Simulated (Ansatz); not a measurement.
Ideal-gas functions of F$_{3}$H$_{3}$Si$_{2}$, SMILES `F[SiH2][SiH](F)F` at 298.15 K and 1 bar, from an Ansatz frequency run at PBE0-D4/def2-TZVP.

Molar mass 116.19 g/mol, point group C1 (symmetry number 1), electronic degeneracy 1, moments of inertia 95.091, 293.868, 354.779 u Å². Harmonic wavenumbers (cm⁻¹, unscaled): 40, 104, 188, 213, 320, 431, 523, 726, 797, 820, 842, 859, 921, 943, 949, 2231, 2243, 2253.

Use S(trans) = R[1.5 ln M + 2.5 ln T − 1.1517]; rotational temperatures θ = 24.2544 K / I; S(rot) = R[ln(√π/σ · √(T³/θAθBθC)) + 1.5]; for each mode x = 1.438777 ν̃/T, S = R[x/(eˣ − 1) − ln(1 − e⁻ˣ)] and H = RT x/(eˣ − 1); 1 cm⁻¹ = 0.0119627 kJ/mol; R = 8.31446 J/(mol·K).

Task: By hand: the entropy, in J/(mol·K).

Result: Translation 168.2. Rotation: θ = 0.2551, 0.0825, 0.0684 K, giving 115.5. Vibration, mode by mode: 22.00, 14.13, 9.40, 8.44, 5.48, 3.58, 2.52, 1.16, 0.88, 0.80, 0.74, 0.69, 0.54, 0.49, 0.48, 0.00, 0.00, 0.00, in all 71.3. Electronic 0.0. Sum 355.0 J/(mol·K).

Task: By hand: H − E and G − E in kJ/mol, counted from the electronic energy.

Result: Zero-point energy ½ × 15403 × 0.0119627 = 92.1; thermal vibration 10.8; translation, rotation and pV give 4 RT = 9.9. H − E = 112.8 kJ/mol, and G − E = 112.8 − 298.15 × 355.0/1000 = 7.0 kJ/mol.

Vibration gives 20 % of the entropy, 36.1 J/(mol·K) of it from the modes under 150 cm⁻¹: soft modes count most, and the harmonic formula is weakest for them. The sum counts one conformer and one mirror image; others add a mixing term.
